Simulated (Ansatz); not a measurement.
Al₅N₅ (the lowest singlet isomer of a short search). Charge 0, multiplicity 1. Geometry B3LYP-D4/def2-SVP, basis def2-TZVP, Ansatz.

Cartesian coordinates in Å:
```
Al 0.6668 -2.2782 0.6601
Al -1.6405 1.2985 -1.3013
Al 1.9870 0.1771 1.4461
Al -1.5747 -1.5851 -1.0383
Al 0.5614 2.3877 0.2334
N 1.8643 1.8757 1.2276
N -0.7893 2.6959 -0.7808
N -0.6635 -2.8255 -0.2773
N -2.3517 -0.2096 -1.7108
N 1.9403 -1.5366 1.5412
```

| run | HOMO (eV) | LUMO (eV) |
| --- | --- | --- |
| A | -7.10 | -3.00 |
| B | -6.70 | -3.35 |
| C | -5.92 | -3.73 |
| D | -6.14 | -3.51 |
| E | -5.83 | -3.58 |

HSE06 is defined as in plane-wave codes, on full-range PBE exchange. The structure comes from a short search, and lower isomers may exist.

**Question.** The runs used HSE06, PBE, PBE0, r2SCAN, revPBE. Estimate which is which.

**Answer.** A PBE0 (25 % exact exchange); B HSE06 (range-separated); C PBE (0 % exact exchange); D r2SCAN (0 % exact exchange); E revPBE (0 % exact exchange). Exact exchange lowers occupied and raises empty levels; among semilocal functionals meta-GGAs tend to open the gap a little, and such runs are hard to tell apart. The gap grows from 2.19 eV (PBE) to 4.10 eV (PBE0).
